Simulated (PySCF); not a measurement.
C3H3, charge -1, singlet, geometry from GFN2-xTB (in this run its highest filled SCF level lies above zero, so its values depend strongly on the basis, on diffuse functions most of all). Base run: PySCF with DF-SVWN5/6-31G.

Here is a job for PySCF.
```python
from pyscf import gto, scf, dft

mol = gto.M(
    atom='''
C     0.001792   -0.000830    0.348052
C     0.008117   -0.003758    1.576479
C    -0.005887    0.002725   -1.143303
H     0.039631    1.028479   -1.560260
H     0.855571   -0.549931   -1.568224
H    -0.919337   -0.467375   -1.558888
''',
    basis='6-31g',
    charge=-1,
    spin=0,
    verbose=5,
)

mf = dft.RKS(mol)
mf.xc = 'lda,vwn'
mf = mf.density_fit(auxbasis='def2-universal-jkfit')
mf.kernel()
```

Each row names what was changed in the base input (with any setting that the change needs).

```
change               basis functions      E (Eh)  HOMO (eV)  HOMO-LUMO gap (eV)
-------------------  ---------------  ----------  ---------  ------------------
base                              33  -114.86685       2.46                4.36
basis = STO-3G                    18  -113.32907       7.33                6.71
basis = pcseg-0                   33  -114.64433       1.90                4.05
basis = def2-SVP                  57  -114.82875       1.75                3.76
basis = pc-1                      57  -114.90400       1.39                3.67
basis = 6-31G**                   57  -114.89297       2.25                4.61
basis = 6-311G**                  72  -114.95024       1.53                3.43
basis = def2-SVPD                 84  -114.85357       0.78                3.17
basis = aug-pcseg-1               96  -114.91902       0.48                2.08
basis = pc-2                     132  -114.98152       0.72                3.22
basis = def2-TZVPP               135  -114.97769       0.86                3.73
basis = aug-cc-pVTZ              207  -114.98200       0.47                2.08
basis = cc-pVQZ                  255  -114.98426       0.81                3.34
```

Totals compare only among sets that treat the same electrons; sets with core potentials leave the core out.
